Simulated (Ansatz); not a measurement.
Consider the ligand exchange at the Si–C bond: `OC[SiH]1[SiH2][SiH2]1` + H–F → `F[SiH]1[SiH2][SiH2]1` + CH₃OH.

Calculated with Ansatz (gas phase, PBE0-D4/def2-TZVP geometries, no zero-point term in ΔE). CBS: MP2 limit from def2 TZ/QZ plus the TZ coupled-cluster correction, frozen cores. This one scheme is used for every species. Functionals use def2-TZVPP. B3LYP here is the variant with VWN-RPA as its local correlation; programs differ in this. One conformer a species, not always the lowest.

| level | ΔE (kJ/mol) | difference from CCSD(T)/CBS |
| --- | --- | --- |
| revPBE-D4 | -111.9 | 10.0 |
| r2SCANh-D4 | -127.7 | -5.8 |
| BLYP | -141.1 | -19.2 |
| B3LYP | -139.7 | -17.8 |
| r2SCANh | -130.0 | -8.1 |
| CAM-B3LYP | -140.3 | -18.4 |
| MP2/def2-SVP | -115.2 | 6.7 |
| HF/def2-TZVPP | -151.9 | -30.0 |
| MP2/def2-TZVPP | -119.9 | 2.0 |
| HF/def2-QZVPP | -154.1 | -32.2 |
| CCSD(T)/CBS | -121.9 | 0 |

Largest T1 diagnostic among the species: 0.015.

In def2-TZVPP, CCSD(T) changes the Hartree–Fock value by +29.7 kJ/mol (the triples alone add +4.2 kJ/mol) and MP2 by +32.0 kJ/mol. Leaving LDA and LC-ωPBE aside and taking each functional with its dispersion term where it has one, the values, not all of them listed here, spread over 25.1 kJ/mol, from B97M-V to revPBE-D4. LDA lies +7.7 kJ/mol from PBE without D4. At CCSD(T), def2-SVP lies +5.8 kJ/mol from the extrapolated value and def2-TZVPP −0.3 kJ/mol.
